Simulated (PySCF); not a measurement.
C4H7, doublet, geometry from GFN2-xTB; PySCF with DF-PBE/cc-pVDZ.

PySCF was given this input:
```python
from pyscf import gto, scf, dft

mol = gto.M(
    atom='''
C    -0.194952    0.156859    1.403666
C    -0.001194    0.082410    0.043784
H    -0.293780    1.106309    1.898547
H    -0.253923   -0.725966    2.013739
C     0.075906    1.211654   -0.740905
H     0.227959    1.147651   -1.802926
H    -0.014872    2.193241   -0.312045
C     0.110667   -1.267270   -0.613767
H     0.387261   -2.030937    0.108215
H    -0.847354   -1.543913   -1.053266
H     0.852147   -1.248297   -1.408931
''',
    basis='cc-pvdz',
    charge=0,
    spin=1,
    verbose=4,
)

mf = dft.UKS(mol)
mf.xc = 'pbe'
mf.init_guess = 'atom'
mf = mf.density_fit(auxbasis='def2-universal-jkfit')
mf.kernel()
mf.analyze()
```

Question: What does PySCF print? Leave out banner, timings and long lists.

Answer: 
```
PySCF version 2.14.0

[INPUT] verbose = 4
[INPUT] num. atoms = 11
[INPUT] num. electrons = 31
[INPUT] charge = 0
[INPUT] spin (= nelec alpha-beta = 2S) = 1
[INPUT] symmetry False subgroup None
[INPUT] Mole.unit = angstrom
[INPUT] Symbol           X                Y                Z      unit          X                Y                Z       unit  Magmom
[...]
nuclear repulsion = 113.354943457054
number of shells = 41
number of NR pGTOs = 153
number of NR cGTOs = 91
basis = cc-pvdz
ecp = {}

******** <class 'pyscf.df.df_jk.DFUKS'> ********
method = DFUKS
initial guess = atom
damping factor = 0
level_shift factor = 0
DIIS = <class 'pyscf.scf.diis.CDIIS'>
diis_start_cycle = 1
diis_space = 8
diis_damp = 0
SCF conv_tol = 1e-09
SCF conv_tol_grad = None
SCF max_cycles = 50
direct_scf = False
number electrons alpha = 16  beta = 15
XC library pyscf.dft.libxc version 7.1.2
    S. Lehtola, C. Steigemann, M. J. T. Oliveira, and M. A. L. Marques,  SoftwareX 7, 1–5 (2018)
XC functionals = pbe
    J. P. Perdew, K. Burke, and M. Ernzerhof,  Phys. Rev. Lett. 77, 3865 (1996)
    J. P. Perdew, K. Burke, and M. Ernzerhof,  Phys. Rev. Lett. 78, 1396 (1997)
    J. P. Perdew, K. Burke, and M. Ernzerhof,  Phys. Rev. Lett. 77, 3865 (1996)
    J. P. Perdew, K. Burke, and M. Ernzerhof,  Phys. Rev. Lett. 78, 1396 (1997)
radial grids:
    Treutler-Ahlrichs [JCP 102, 346 (1995); DOI:10.1063/1.469408] (M4) radial grids

becke partition: Becke, JCP 88, 2547 (1988); DOI:10.1063/1.454033
pruning grids: <function nwchem_prune>
grids dens level: 3
symmetrized grids: False
atomic radii adjust function: <function treutler_atomic_radii_adjust>
small_rho_cutoff = 0
Set gradient conv threshold to 3.16228e-05
Spherically averaged atomic HF for {'H', 'C'}

******** <class 'pyscf.scf.atom_hf.AtomSphAverageRHF'> ********
method = AtomSphAverageRHF
initial guess = minao
damping factor = 0
level_shift factor = 0
DIIS = <class 'pyscf.scf.diis.CDIIS'>
diis_start_cycle = 1
diis_space = 8
diis_damp = 0
SCF conv_tol = 1e-09
SCF conv_tol_grad = None
SCF max_cycles = 50
direct_scf = True
direct_scf_tol = 1e-13
atom = C
Set gradient conv threshold to 3.16228e-05
Initial guess from minao.
init E= -37.2786538116583
cycle= 1 E= -37.3229525149147  delta_E= -0.0443  |g|=    0  |ddm|= 0.403
cycle= 2 E= -37.3269979443145  delta_E= -0.00405  |g|=    0  |ddm|= 0.158
cycle= 3 E= -37.3274168905011  delta_E= -0.000419  |g|=    0  |ddm|= 0.0324
cycle= 4 E= -37.3274218270201  delta_E= -4.94e-06  |g|=    0  |ddm|= 0.00651
cycle= 5 E= -37.3274218271774  delta_E= -1.57e-10  |g|=    0  |ddm|= 2.35e-05
Extra cycle  E= -37.3274218271781  delta_E= -6.68e-13  |g|=    0  |ddm|= 2.26e-06
Atomic HF for atom  C  converged. SCF energy = -37.3274218271781

******** 1 electron system ********
Atomic HF for atom  H  converged. SCF energy = -0.499278403419583

tot grids = 125128
init E= -156.89786486957

cycle= 1 E= -155.979581799205  delta_E= 0.918  |g|= 0.793  |ddm|= 2.45
cycle= 2 E= -155.579412966311  delta_E=  0.4  |g|= 1.13  |ddm|= 2.43
cycle= 3 E= -156.338447415861  delta_E= -0.759  |g|= 0.156  |ddm|= 1.94
cycle= 4 E= -156.348300309317  delta_E= -0.00985  |g|= 0.0748  |ddm|= 0.195
cycle= 5 E= -156.351159230398  delta_E= -0.00286  |g|= 0.00628  |ddm|= 0.0621
cycle= 6 E= -156.351161175384  delta_E= -1.94e-06  |g|= 0.00654  |ddm|= 0.0124
cycle= 7 E= -156.351185933534  delta_E= -2.48e-05  |g|= 0.00232  |ddm|= 0.00853
cycle= 8 E= -156.351190000216  delta_E= -4.07e-06  |g|= 0.000371  |ddm|= 0.00305
cycle= 9 E= -156.351190141027  delta_E= -1.41e-07  |g|= 0.000144  |ddm|= 0.000827
cycle= 10 E= -156.351190151656  delta_E= -1.06e-08  |g|= 6.24e-05  |ddm|= 0.000197
cycle= 11 E= -156.351190153477  delta_E= -1.82e-09  |g|= 2.37e-05  |ddm|= 7.74e-05
cycle= 12 E= -156.351190153795  delta_E= -3.18e-10  |g|= 2.41e-06  |ddm|= 2.49e-05
Extra cycle  E= -156.351190153799  delta_E= -3.52e-12  |g|= 2.74e-06  |ddm|= 5.81e-06
converged SCF energy = -156.351190153799  <S^2> = 0.76506883  2S+1 = 2.0150125
**** SCF Summaries ****
Total Energy =                        -156.351190153798655
Nuclear Repulsion Energy =             113.354943457054233
One-electron Energy =                 -433.236895392412691
Two-electron Energy =                  163.530761781559818
Two-electron Coulomb Energy =          187.612029444048915
DFT Exchange-Correlation Energy =      -24.081267662489097
**** MO energy ****
                             alpha | beta                alpha | beta
[...]
To work with the spin densities directly, `use mulliken_meta_spin()` only printing them here.

 ** Mulliken spin pop alpha/beta on meta-lowdin orthogonal AOs **
 ** Mulliken Spin Density (per AO)  **
spin_pop of  0 C 1s       -0.00001
spin_pop of  0 C 2s        0.02306
spin_pop of  0 C 3s       -0.00024
spin_pop of  0 C 2px       0.52875
spin_pop of  0 C 2py       0.01223
spin_pop of  0 C 2pz       0.02119
spin_pop of  0 C 3px       0.00467
spin_pop of  0 C 3py      -0.00023
spin_pop of  0 C 3pz       0.00002
spin_pop of  0 C 3dxy      0.00005
spin_pop of  0 C 3dyz      0.00004
spin_pop of  0 C 3dz^2    -0.00013
spin_pop of  0 C 3dxz     -0.00010
spin_pop of  0 C 3dx2-y2   -0.00050
spin_pop of  1 C 1s        0.00000
spin_pop of  1 C 2s       -0.01049
spin_pop of  1 C 3s        0.00000
spin_pop of  1 C 2px      -0.10338
spin_pop of  1 C 2py      -0.00840
spin_pop of  1 C 2pz      -0.01430
spin_pop of  1 C 3px      -0.00010
spin_pop of  1 C 3py      -0.00002
spin_pop of  1 C 3pz      -0.00010
spin_pop of  1 C 3dxy      0.00026
spin_pop of  1 C 3dyz     -0.00002
spin_pop of  1 C 3dz^2     0.00006
spin_pop of  1 C 3dxz      0.00102
spin_pop of  1 C 3dx2-y2    0.00005
spin_pop of  2 H 1s       -0.01522
spin_pop of  2 H 2s        0.00009
spin_pop of  2 H 2px       0.00029
spin_pop of  2 H 2py      -0.00005
spin_pop of  2 H 2pz      -0.00000
spin_pop of  3 H 1s       -0.01601
spin_pop of  3 H 2s        0.00008
spin_pop of  3 H 2px       0.00043
spin_pop of  3 H 2py      -0.00005
spin_pop of  3 H 2pz      -0.00000
spin_pop of  4 C 1s       -0.00001
spin_pop of  4 C 2s        0.02392
spin_pop of  4 C 3s       -0.00025
spin_pop of  4 C 2px       0.54758
spin_pop of  4 C 2py       0.01251
spin_pop of  4 C 2pz       0.02298
spin_pop of  4 C 3px       0.00488
spin_pop of  4 C 3py      -0.00017
spin_pop of  4 C 3pz      -0.00007
spin_pop of  4 C 3dxy     -0.00001
spin_pop of  4 C 3dyz      0.00001
spin_pop of  4 C 3dz^2    -0.00014
spin_pop of  4 C 3dxz     -0.00005
spin_pop of  4 C 3dx2-y2   -0.00047
spin_pop of  5 H 1s       -0.01655
spin_pop of  5 H 2s        0.00008
spin_pop of  5 H 2px       0.00043
spin_pop of  5 H 2py      -0.00000
spin_pop of  5 H 2pz      -0.00005
spin_pop of  6 H 1s       -0.01578
spin_pop of  6 H 2s        0.00009
spin_pop of  6 H 2px       0.00030
spin_pop of  6 H 2py      -0.00005
spin_pop of  6 H 2pz      -0.00001
spin_pop of  7 C 1s       -0.00000
spin_pop of  7 C 2s        0.00095
spin_pop of  7 C 3s       -0.00001
spin_pop of  7 C 2px       0.00205
spin_pop of  7 C 2py       0.00282
spin_pop of  7 C 2pz       0.00187
spin_pop of  7 C 3px       0.00000
spin_pop of  7 C 3py       0.00003
spin_pop of  7 C 3pz       0.00009
spin_pop of  7 C 3dxy     -0.00006
spin_pop of  7 C 3dyz     -0.00000
spin_pop of  7 C 3dz^2     0.00001
spin_pop of  7 C 3dxz      0.00001
spin_pop of  7 C 3dx2-y2    0.00000
spin_pop of  8 H 1s       -0.00140
spin_pop of  8 H 2s        0.00006
spin_pop of  8 H 2px       0.00001
spin_pop of  8 H 2py       0.00001
spin_pop of  8 H 2pz      -0.00000
spin_pop of  9 H 1s       -0.00604
spin_pop of  9 H 2s        0.00000
spin_pop of  9 H 2px      -0.00001
spin_pop of  9 H 2py       0.00001
spin_pop of  9 H 2pz       0.00002
spin_pop of  10 H 1s       -0.00267
spin_pop of  10 H 2s        0.00014
spin_pop of  10 H 2px       0.00000
spin_pop of  10 H 2py       0.00001
spin_pop of  10 H 2pz       0.00000
 ** Mulliken Spin Density (per atom)  **
spin density of  0 C =      0.58881
spin density of  1 C =     -0.13541
spin density of  2 H =     -0.01490
spin density of  3 H =     -0.01556
spin density of  4 C =      0.61071
spin density of  5 H =     -0.01609
spin density of  6 H =     -0.01545
spin density of  7 C =      0.00777
spin density of  8 H =     -0.00133
spin density of  9 H =     -0.00602
spin density of  10 H =     -0.00251
 ** Mulliken pop alpha/beta on meta-lowdin orthogonal AOs **
 ** Mulliken pop       alpha | beta **
In total            16.00000 | 15.00000
 ** Mulliken atomic charges   ( Nelec_alpha | Nelec_beta ) **
charge of  0C =     -0.24284  (     3.41582      2.82702 )
charge of  1C =      0.03828  (     2.91315      3.04857 )
charge of  2H =      0.10725  (     0.43892      0.45383 )
charge of  3H =      0.10696  (     0.43874      0.45430 )
charge of  4C =     -0.24271  (     3.42671      2.81600 )
charge of  5H =      0.10679  (     0.43856      0.45465 )
charge of  6H =      0.10770  (     0.43842      0.45388 )
charge of  7C =     -0.31534  (     3.16155      3.15379 )
charge of  8H =      0.10739  (     0.44564      0.44697 )
charge of  9H =      0.11645  (     0.43876      0.44479 )
charge of  10H =      0.11007  (     0.44371      0.44622 )
Dipole moment(X, Y, Z, Debye): -0.02779, -0.30267, -0.17946
```
